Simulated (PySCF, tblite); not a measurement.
C4H6Cl4OSi.
Z-matrix (Å and degrees, GFN2-xTB geometry), rows numbered from 1:
```
O 
C   1  1.2037
C   2  1.5202  1  123.48
C   3  1.5162  2  114.70  1    -0.89
Cl  4  1.7735  3  110.84  2   -60.45
Cl  4  1.7876  3  109.46  2  -179.69
Cl  4  1.7750  3  110.92  2    61.14
Si  2  1.9329  1  120.24  3  -178.43
C   8  1.9160  2  105.67  1    97.67
Cl  9  1.7888  8  109.26  2    65.48
H   3  1.0941  2  107.64  1  -122.86
H   3  1.0926  2  108.04  1   121.21
H   8  1.4592  2  108.17  1   -19.09
H   8  1.4621  2  109.57  1  -145.22
H   9  1.0873  8  112.37  2  -176.52
H   9  1.0881  8  113.15  2   -53.23
```

Computed, not measured: PBE0/pcSseg-1 in PySCF (dipole) on a GFN2-xTB geometry, gas phase.

Masses are those of the commonest isotopes; rigid-rotor values at the optimised geometry. The values belong to one conformer with, in the numbering `[O:1]=[C:2]([CH2:3][C:4]([Cl:5])([Cl:6])[Cl:7])[SiH2:8][CH2:9][Cl:10]`, O1–C2–C3–C4 -1°, O1–C2–Si8–C9 98°, C2–Si8–C9–Cl10 65°.

Task: What are A, B and C (MHz)?

Result: Ia = 537.96, Ib = 1371.53, Ic = 1574.93 u·Å²; 505379 MHz·u·Å²/I gives A = 939.4, B = 368.5, C = 320.9 MHz.

Task: Classify the top.

Result: An asymmetric top; Ray's κ = -0.846.

Task: Is it planar, by Δ = Ic − Ia − Ib?

Result: Not planar: Δ = Ic − Ia − Ib = -334.56 u·Å². For a rigid frame Δ = −2 Σ m c², so Σ m c² = 167.28 u·Å² lies off the ab plane: 9.67 from hydrogen and 157.61 from heavier atoms. The atom farthest from that plane is 2.04 Å away.

Task: Where do the levels up to J = 4 lie, in K?

Result: Above 0(0,0), as E/k:
J = 1: 1(0,1) 0.033, 1(1,1) 0.060, 1(1,0) 0.063
J = 2: 2(0,2) 0.099, 2(1,2) 0.124, 2(1,1) 0.131, 2(2,1) 0.213, 2(2,0) 0.214
J = 3: 3(0,3) 0.198, 3(1,3) 0.220, 3(1,2) 0.234, 3(2,2) 0.313, 3(2,1) 0.313, 3(3,1) 0.455, 3(3,0) 0.455
J = 4: 4(0,4) 0.329, 4(1,4) 0.348, 4(1,3) 0.370, 4(2,3) 0.445, 4(2,2) 0.447, 4(3,2) 0.588, 4(3,1) 0.588, 4(4,1) 0.788, 4(4,0) 0.788
Those of J = 1 are B + C, A + C and A + B.

Task: Which lines would a microwave search look for?

Result: The dipole components are |μa| = 3.54 D, |μb| = 0.55 D, |μc| = 1.47 D. The squared components, which scale the intensities, stand as 1.00 : 0.02 : 0.17 (a : b : c). Some lines, for components of 0.1 D or more:

```csv
type,branch,"J(Ka,Kc)",MHz,lower level (cm⁻¹)
c,Q,"2(1,2) ← 2(0,2)",526,0.069
c,Q,"1(1,1) ← 1(0,1)",571,0.023
b,Q,"2(1,1) ← 2(0,2)",669,0.069
a,R,"1(0,1) ← 0(0,0)",689,0.000
b,R,"1(1,1) ← 0(0,0)",1260,0.000
a,R,"2(1,2) ← 1(1,1)",1331,0.042
b,Q,"2(2,0) ← 2(1,1)",1716,0.091
b,Q,"2(2,1) ← 2(1,2)",1856,0.086
b,R,"2(1,2) ← 1(0,1)",1902,0.023
b,R,"2(2,1) ← 1(1,0)",3139,0.044
c,R,"2(2,0) ← 1(1,0)",3142,0.044
c,R,"2(2,1) ← 1(1,1)",3187,0.042
```

Its GFN2-xTB frequencies are all real (lowest 16 cm⁻¹). No vibrational averaging or centrifugal distortion is included, and the geometry carries the error of its method. Quadrupole hyperfine structure (35Cl) is left out.
